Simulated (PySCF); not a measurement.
Computed shifts of a molecule CH8ClNSi2, PBE0/pcSseg-1 in PySCF, GIAO, gas phase, equivalent atoms averaged, in ppm (number of nuclei): ¹³C: 5.6 (1). ²⁹Si: 8.0 (1), -54.6 (1). ¹⁵N: 36.7 (1). ¹H: 5.71 (1), 5.10 (3), 1.11 (3), 1.07 (1). References: ¹³C against TMS (σ = 186.3 ppm); ²⁹Si against TMS (σ = 352.7 ppm); ³⁵Cl against HCl (σ = 945.9 ppm); ¹⁵N against NH3 (σ = 267.4 ppm); ¹H against TMS (σ = 31.56 ppm), references at their B3LYP-D3(BJ)/def2-TZVP geometries, non-relativistic (without spin–orbit terms, shifts of atoms bonded to Cl or Br come out too high). Coordinates come from a PBE-D3(BJ)/def2-SVP optimisation. One conformer was computed; it need not be the lowest.

**Question.** Which structure fits?
(A) C[Si@@H](Cl)N[SiH3]
(B) N[SiH2]C[SiH2]Cl
(C) CN([SiH3])[SiH2]Cl
(D) N[Si@@H](Cl)C[SiH3]

**Answer.** A, C[Si@@H](Cl)N[SiH3]
